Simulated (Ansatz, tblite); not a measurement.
Isomers of Li$_{6}$H$_{5}$⁺ (singlet), found by a short tight-binding search and relaxed with r2SCAN-D4/def2-TZVP in Ansatz.

The xTB rows come from tblite. Correlated methods freeze no core orbitals; core or outer-core shells of Li are correlated, in sets that lack core-valence functions.

Other spin states weren't relaxed.

A:

```xyz
11

Li    0.719    0.176   -0.843
Li   -1.004   -0.035    1.278
Li   -0.551    2.353   -0.868
Li   -1.452   -1.287   -0.932
Li    0.470   -2.023    0.564
Li    1.881    1.417    1.020
H     0.337   -1.501   -1.172
H    -1.167    0.697   -0.496
H    -1.290   -1.684    0.823
H     1.149    1.987   -0.495
H     0.908   -0.101    1.121
```

B:

```xyz
11

Li    1.351    0.813   -1.075
Li   -1.602   -0.956    1.224
Li   -1.780    0.510   -1.269
Li    1.511   -0.467    1.081
Li    0.152    1.645    0.970
Li   -0.213   -1.930   -1.125
H     1.188   -1.037   -0.699
H    -0.227   -0.057    1.715
H     1.807    1.193    0.579
H    -0.416    1.453   -0.828
H    -1.769   -1.169   -0.573
```

Task: Estimate which lies lowest at each level, and how far above it the others are (kJ/mol).

Result: 
```json
{"level": "GFN1-xTB", "A": "6.4", "B": "0.0"}
{"level": "GFN2-xTB", "A": "16.8", "B": "0.0"}
{"level": "HF/def2-TZVPP", "A": "0.4", "B": "0.0"}
{"level": "LDA (SPW92)/def2-TZVP", "A": "0.0", "B": "11.5"}
{"level": "PBE-D4/def2-TZVP", "A": "0.0", "B": "5.5"}
{"level": "r2SCAN-D4/def2-TZVP", "A": "0.0", "B": "5.7"}
{"level": "PBE0-D4/def2-TZVP", "A": "0.0", "B": "5.6"}
{"level": "ωB97M-V/def2-TZVP", "A": "0.0", "B": "1.4"}
{"level": "MP2/def2-TZVPP", "A": "0.0", "B": "5.9"}
{"level": "CCSD/def2-TZVPP", "A": "0.0", "B": "5.2"}
{"level": "CCSD(T)/def2-TZVPP", "A": "0.0", "B": "5.9"}
```
Point groups (tolerance 0.1 Å): A Cs, B not assigned. Lower isomers may exist.
